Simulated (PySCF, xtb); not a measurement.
C4H2BrCl, SMILES C#C/C(Br)=C\Cl.

GFN2-xTB in xtb 6.7.1 at its own geometry gives an orbital gap of 3.36 eV and a dipole moment of 2.26 D.

Coordinates come from a ωB97X-D3(BJ)/def2-SVP optimisation. The structure was generated by enumeration; whether it is a known compound was not checked.

**Question.** What does PySCF with PBE/def2-TZVP give? (Estimate from the structure and the level; the computed values follow.)

**Answer.** gap 3.60 eV (levels -6.05 and -2.45 eV), dipole 0.32 D.
